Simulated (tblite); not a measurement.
Compound: C5H10OSi.
Atom-mapped SMILES: `[CH2:1]=[CH:2]/[CH:3]=[CH:4]\[SiH2:5][O:6][CH3:7]` (hydrogens: H8, H9 on C1; H10 on C2; H11 on C3; H12 on C4; H13, H14 on Si5; H15, H16, H17 on C7)

Computed with GFN2-xTB (tblite), gas phase: L-BFGS steps from a force-field or distance-geometry start until the largest atomic force falls under 0.01 eV/Å.

Step 193: E = -587.1316 eV
```
atom  x, y, z in Å  |  force x, y, z in eV/Å
C1      2.5218    1.3125    0.5936   -0.002   0.016  -0.015
C2      1.5358    0.4580    0.3387   -0.023   0.028  -0.034
C3      1.2846   -0.0875   -0.9749    0.044   0.020  -0.004
C4      0.3078   -0.9522   -1.2693   -0.039  -0.028  -0.047
Si5    -0.9951   -1.6407   -0.0869   -0.031   0.019  -0.016
O6     -1.6477   -0.5187    0.8978   -0.015   0.026  -0.031
C7     -2.2499    0.6976    0.5686   -0.021  -0.074   0.007
H8      2.6941    1.7158    1.5759    0.003  -0.006   0.032
H9      3.1956    1.6410   -0.1812    0.018   0.009  -0.013
H10     0.8687    0.1397    1.1261    0.003  -0.021   0.028
H11     1.9606    0.2534   -1.7540    0.022   0.000   0.016
H12     0.2534   -1.2888   -2.2996   -0.010  -0.001   0.036
H13    -2.0246   -2.2439   -0.9476    0.008   0.007   0.023
H14    -0.4693   -2.5414    0.9295   -0.008   0.005   0.008
H15    -3.1214    0.5396   -0.0739    0.037   0.013   0.008
H16    -1.5450    1.3555    0.0511   -0.016  -0.021   0.021
H17    -2.5764    1.1720    1.4960    0.030   0.008  -0.019
```

Step 194: E = -587.1323 eV
```
atom  x, y, z in Å  |  force x, y, z in eV/Å
C1      2.4977    1.3285    0.5897   -0.009  -0.002  -0.016
C2      1.5245    0.4589    0.3365   -0.018   0.041  -0.016
C3      1.2863   -0.0972   -0.9739    0.039  -0.001  -0.019
C4      0.3134   -0.9651   -1.2711   -0.039  -0.026  -0.022
Si5    -1.0006   -1.6461   -0.0977   -0.044   0.005   0.013
O6     -1.6480   -0.5285    0.8948   -0.004   0.034  -0.021
C7     -2.2275    0.7019    0.5794   -0.016  -0.065  -0.013
H8      2.6599    1.7379    1.5703    0.010   0.011   0.053
H9      3.1707    1.6619   -0.1837    0.016   0.007  -0.016
H10     0.8580    0.1357    1.1225    0.007  -0.013   0.033
H11     1.9705    0.2363   -1.7483    0.030   0.013  -0.004
H12     0.2699   -1.3106   -2.2977   -0.012  -0.010   0.002
H13    -2.0333   -2.2358   -0.9630    0.006   0.007   0.011
H14    -0.4906   -2.5573    0.9180   -0.001   0.002  -0.002
H15    -3.1019    0.5663   -0.0633    0.021   0.010  -0.003
H16    -1.5114    1.3516    0.0665   -0.018  -0.019   0.027
H17    -2.5447    1.1738    1.5109    0.033   0.007  -0.008
```

**Question.** Estimate the geometry and energy of step 195. (The exact step hangs on the optimiser's Hessian estimate; all steps are aligned on step 194, rigid shifts and turns removed.)

**Answer.** E = -587.1324 eV, largest force 0.085 eV/Å
```
atom  x, y, z in Å  |  force x, y, z in eV/Å
C1      2.4579    1.3582    0.5818   -0.008   0.001   0.028
C2      1.5001    0.4703    0.3305   -0.022   0.007  -0.065
C3      1.2959   -0.1199   -0.9739    0.046   0.015   0.027
C4      0.3297   -0.9942   -1.2763   -0.039  -0.032  -0.036
Si5    -1.0123   -1.6533   -0.1214   -0.063  -0.022   0.039
O6     -1.6387   -0.5408    0.8913    0.002   0.025  -0.036
C7     -2.1935    0.7083    0.6070   -0.040  -0.067  -0.033
H8      2.5961    1.7921    1.5584    0.000  -0.017  -0.029
H9      3.1420    1.6815   -0.1871   -0.002   0.004   0.012
H10     0.8231    0.1550    1.1123    0.034   0.005  -0.008
H11     2.0017    0.1919   -1.7389    0.010   0.020   0.025
H12     0.3128   -1.3659   -2.2964   -0.008   0.013   0.056
H13    -2.0576   -2.2052   -1.0010    0.042   0.028   0.037
H14    -0.5276   -2.5942    0.8840   -0.018   0.034  -0.042
H15    -3.0758    0.6067   -0.0325    0.034   0.003   0.019
H16    -1.4687    1.3530    0.1013    0.001  -0.010   0.021
H17    -2.4923    1.1687    1.5507    0.031  -0.007  -0.016
```

The energy changes by -0.0001 eV. The first-order estimate −F·Δx gives -0.0012 eV and the mean of the old and new forces, exact on a quadratic surface, +0.0001 eV. The step makes an angle of 88° with the force vector and moves no atom by more than 0.085 Å.

The cost below is that of the whole relaxation. The run took 2.3 s on one thread, Arm Neoverse N1 (aarch64), no GPU, on a shared host.
